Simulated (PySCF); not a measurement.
ClH5O2Si2, SMILES [SiH2](Cl)[SiH](O)O. Atoms are numbered in the order given.

```xyz
10

O     -1.4661     1.3228    -0.1607
Si    -1.2957    -0.2518     0.3389
O     -1.6206    -1.3767    -0.8411
Si     0.9867    -0.5246     0.7915
Cl     1.8557     0.7879    -0.5976
H     -0.7165     1.6570    -0.6702
H     -2.2250    -0.4022     1.4923
H     -2.5206    -1.4066    -1.1821
H      1.5487    -1.8851     0.5587
H      1.3869    -0.0572     2.1515
```
Charge 0, spin multiplicity 1.

Geometry optimised at PBE0-D3(BJ)/def2-SVP. The structure was generated by enumeration, and PubChem lists no compound with its InChIKey, so it may never have been made. Other conformers were not sampled.

Computed with PBE/pcSseg-1 (PySCF).

GIAO shieldings, no solvent; atoms listed in one row are averaged. δ = σ(ref) − σ: ¹⁷O against H2O (σ = 334.3 ppm); ²⁹Si against TMS (σ = 335.4 ppm); ³⁵Cl against HCl (σ = 936.5 ppm); ¹H against TMS (σ = 31.49 ppm), references at their B3LYP-D3(BJ)/def2-TZVP geometries, non-relativistic (without spin–orbit terms, shifts of atoms bonded to Cl or Br come out too high).

Problem. Estimate the chemical shifts. (Estimate from the structure and the level; the computed values follow.)

Solution. 
```json
[
 {"nucleus": "¹⁷O", "atoms": "O1", "count": "1", "δ (ppm)": "87.0"},
 {"nucleus": "¹⁷O", "atoms": "O3", "count": "1", "δ (ppm)": "82.0"},
 {"nucleus": "²⁹Si", "atoms": "Si2", "count": "1", "δ (ppm)": "-17.1"},
 {"nucleus": "²⁹Si", "atoms": "Si4", "count": "1", "δ (ppm)": "-23.0"},
 {"nucleus": "³⁵Cl", "atoms": "Cl5", "count": "1", "δ (ppm)": "-113.4"},
 {"nucleus": "¹H", "atoms": "H7", "count": "1", "δ (ppm)": "5.65"},
 {"nucleus": "¹H", "atoms": "H9", "count": "1", "δ (ppm)": "5.51"},
 {"nucleus": "¹H", "atoms": "H10", "count": "1", "δ (ppm)": "5.38"},
 {"nucleus": "¹H", "atoms": "H6", "count": "1", "δ (ppm)": "3.81"},
 {"nucleus": "¹H", "atoms": "H8", "count": "1", "δ (ppm)": "2.45"}
]
```
